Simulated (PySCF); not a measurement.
Antimony: a sound run and one with changed settings

Sound run: Sb⁺ [Kr] 4d10 5s2 5p2, Sb²⁺ [Kr] 4d10 5s2 5p1. Calculation: PySCF 2.14, in x2c-TZVPall; scalar relativity by spin-free X2C-1e. The sound run starts from symmetry-adapted Hartree-Fock orbitals and uses a fine grid where one is needed.

Changed run: initial guess 1e, at most 2 SCF cycles. This setting is unsound on purpose.

```tsv
species	method	sound run (hartree)	changed run (hartree)	converged
Sb⁺	UHF	-6477.63714	-6467.85026	no
Sb⁺	MN15	-6484.66935	-6471.22130	no
Sb⁺	PBE0	-6480.03561	-6467.47758	no
Sb²⁺	UHF	-6477.04877	-6471.68864	no
Sb²⁺	MN15	-6484.05734	-6474.33243	no
Sb²⁺	PBE0	-6479.42804	-6470.43502	no
```

The SCF was stopped early; the energies are upper bounds that still move, and correlated levels were skipped or rest on poor orbitals.
